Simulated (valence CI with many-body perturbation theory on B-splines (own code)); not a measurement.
## E1 transitions of Ba5+

Method: configuration interaction combined with many-body perturbation theory (CI+MBPT): five valence electrons over a frozen Dirac-Fock core [Kr] 4d10, radial functions for each j: 11 s, 11 p, 10 d, 8 f, 5 g, 2 h, with the one-electron correlation potential Σ1, the two-electron term Σ2, the three-electron term Σ3, Breit, model QED; selected CI, second order for the rest, scaled by the run's own slope (own B-spline code, finite nucleus).

Against 45 measured levels this calculation errs by 340 cm⁻¹ on average and by 785 at most. These come from a selection out of Sansonetti and Curry, J. Phys. Chem. Ref. Data 39, 043103 (2010). Levels without a partner in it may be off by more, other configurations by several thousand cm⁻¹. Among the levels kept, up to 2800 cm⁻¹ of a level comes from second order outside the variational space, and about a tenth of that is noise between levels of different J, which matters for small intervals. 1 measured level below the end of the list, from 200938 cm⁻¹ on, found no clear computed partner.

Lines 201 to 250 of 584 in falling wavelength, among levels below 330340 cm⁻¹, chosen from the strongest by gf and those to the six lowest levels. Wavelengths and rates use the calculated energies, so an error of 300 cm⁻¹ moves a line at 78.86 nm by 0.24 % and its rate by three times that or more. Electric multipoles are in the length gauge, E1 and E2 with the static RPA response of the core. Weak lines are less certain than strong ones. Lines between different terms over intervals too small for the method are left out, as are lines whose strength nearly cancels. Where a level lies close to another of its J and parity, the split of strength between their lines is uncertain. The highest levels of a list are the least certain.

Names give the largest LS component (configuration and term), which can be under half, so a name can repeat, a term be missing and a line seem to break the LS rules; names also repeat where a configuration has a term twice. Letters in brackets count levels of one name in rising energy.

```csv
λ vac (nm),λ from measured levels,Upper,Lower,A (s⁻¹),S (a.u.)
81.14,,4f 5s 5p3 4D_5/2 [a],4f 5s2 5p2 4D°_5/2,1.16e+08,1.84e-01
81.05,,5s2 5p2 6p 2S°_1/2,5s 5p4 2P_1/2,3.00e+08,1.58e-01
80.89,,4f 5s 5p3 2G_7/2 [a],4f 5s2 5p2 4F°_7/2,6.79e+07,1.42e-01
80.86,,4f 5s 5p3 4D_7/2 [a],4f 5s2 5p2 4D°_7/2,1.36e+08,2.84e-01
80.74,,4f 5s 5p3 4D_5/2 [a],4f 5s2 5p2 4F°_3/2,9.84e+07,1.53e-01
80.47,,5s 5p3 5d 4D°_5/2,5s2 5p2 5d 4F_5/2,1.34e+08,2.07e-01
80.37,,4f 5s 5p3 4F_5/2 [a],4f 5s2 5p2 4G°_5/2,1.85e+08,2.85e-01
80.21,,4f 5s 5p3 4G_5/2 [b],4f 5s2 5p2 2D°_3/2 [b],9.02e+07,1.38e-01
80.11,,4f 5s 5p3 4G_11/2 [a],4f 5s2 5p2 4G°_11/2,2.32e+08,7.07e-01
79.96,,4f 5s 5p3 4F_5/2 [b],4f 5s2 5p2 4F°_5/2,1.44e+08,2.18e-01
79.87,,4f 5s 5p3 4G_9/2 [a],4f 5s2 5p2 4G°_7/2 [b],1.07e+08,2.70e-01
79.87,,4f 5s 5p3 4F_3/2 [b],4f 5s2 5p2 4F°_3/2,3.37e+08,3.39e-01
79.87,,5s 5p3 5d 4F°_9/2 [a],5s2 5p2 5d 4F_9/2,6.13e+07,1.54e-01
79.86,,4f 5s 5p3 4F_5/2 [b],4f 5s2 5p2 4D°_3/2,1.79e+08,2.70e-01
79.61,,5s2 5p2 6p 2D°_5/2,5s2 5p2 5d 2F_7/2 [a],1.01e+08,1.51e-01
79.51,,5s2 5p2 6p 4D°_3/2 [b],5s2 5p2 5d 4F_3/2,1.62e+08,1.61e-01
79.46,,4f 5s 5p3 4D_3/2 [a],4f 5s2 5p2 4D°_1/2,1.70e+08,1.69e-01
79.32,,4f 5s 5p3 4H_13/2,4f 5s2 5p2 4G°_11/2,2.69e+08,9.28e-01
79.19,,4f 5s 5p3 4D_3/2 [a],4f 5s2 5p2 4D°_3/2,1.87e+08,1.83e-01
79.12,,4f 5s 5p3 4D_1/2 [a],4f 5s2 5p2 4D°_1/2,3.24e+08,1.58e-01
79.09,,4f 5s 5p3 4D_7/2 [a],4f 5s2 5p2 4G°_7/2 [b],7.48e+07,1.46e-01
79.00,,4f 5s 5p3 4F_7/2 [b],4f 5s2 5p2 4F°_7/2,7.36e+07,1.43e-01
78.96,,4f 5s 5p3 4F_7/2 [b],4f 5s2 5p2 4F°_5/2,9.86e+07,1.92e-01
78.90,,4f 5s 5p3 4H_11/2,4f 5s2 5p2 4G°_9/2,2.99e+08,8.71e-01
78.90,,4f 5s 5p3 4G_11/2 [a],4f 5s2 5p2 2G°_9/2 [a],5.69e+07,1.66e-01
78.86,78.82,5s2 5p2 5d 2P_3/2 [a],5s2 5p3 2P°_3/2,8.37e+07,8.10e-02
78.23,,4f 5s 5p3 4D_5/2 [a],4f 5s2 5p2 2D°_5/2 [a],2.52e+08,3.58e-01
78.22,,5s 5p3 5d 4F°_7/2,5s2 5p2 5d 4F_7/2,1.29e+08,2.45e-01
78.05,77.86,5s 5p4 4P_5/2,5s2 5p3 4S°_3/2,3.88e+08,5.46e-01
78.03,,5s2 5p2 6p 2P°_3/2,5s2 5p2 5d 2F_5/2 [a],1.50e+08,1.41e-01
78.01,,4f 5s 5p3 4F_9/2 [b],4f 5s2 5p2 2G°_9/2 [a],1.30e+08,3.04e-01
77.86,,5s2 5p2 6p 4P°_5/2,5s2 5p2 5d 4F_5/2,1.24e+08,1.74e-01
77.82,,4f 5s 5p3 2D_3/2 [a],4f 5s2 5p2 2D°_3/2 [a],2.50e+08,2.32e-01
77.52,,4f 5s 5p3 2G_7/2 [a],4f 5s2 5p2 4D°_5/2,1.22e+08,2.24e-01
77.44,,5p5 2P°_3/2,5s 5p4 2D_5/2,8.04e+08,7.37e-01
77.22,77.25,5s 5p4 2P_1/2,5s2 5p3 2P°_3/2,3.59e+07,1.63e-02
77.09,,4f 5s 5p3 2G_9/2 [a],4f 5s2 5p2 2G°_7/2,9.89e+07,2.24e-01
76.96,,4f 5s 5p3 2F_5/2 [a],4f 5s2 5p2 2D°_3/2 [a],1.46e+08,1.97e-01
76.70,,4f 5s 5p3 2P_3/2,4f 5s2 5p2 4F°_3/2,1.39e+08,1.24e-01
76.64,,4f 5s 5p3 4G_11/2 [a],4f 5s2 5p2 4G°_9/2,8.53e+07,2.27e-01
76.56,76.53,5s2 5p2 5d 4F_3/2,5s2 5p3 2P°_3/2,4.21e+07,3.73e-02
76.53,,4f 5s 5p3 2H_11/2 [a],4f 5s2 5p2 4G°_11/2,9.67e+07,2.57e-01
76.48,,4f 5s 5p3 2G_9/2 [a],4f 5s2 5p2 2G°_9/2 [b],1.17e+08,2.57e-01
76.28,,5s2 5p2 6p 4D°_1/2,5s 5p4 2D_3/2,3.49e+08,1.53e-01
76.15,,4f 5s 5p3 4P_1/2,4f 5s2 5p2 4D°_3/2,2.76e+08,1.20e-01
76.10,,4f 5s 5p3 4F_9/2 [b],4f 5s2 5p2 4D°_7/2,1.68e+08,3.66e-01
76.07,,4f 5s 5p3 2G_7/2 [a],4f 5s2 5p2 4D°_7/2,1.42e+08,2.47e-01
76.05,,5s 5p3 5d 4F°_9/2 [a],5s2 5p2 5d 4F_7/2,8.70e+07,1.89e-01
75.84,,5s 5p3 5d 4D°_3/2,5s2 5p2 5d 2P_3/2 [a],1.49e+08,1.28e-01
75.80,,4f 5s 5p3 2P_1/2,4f 5s2 5p2 4F°_3/2,5.25e+08,2.26e-01
```
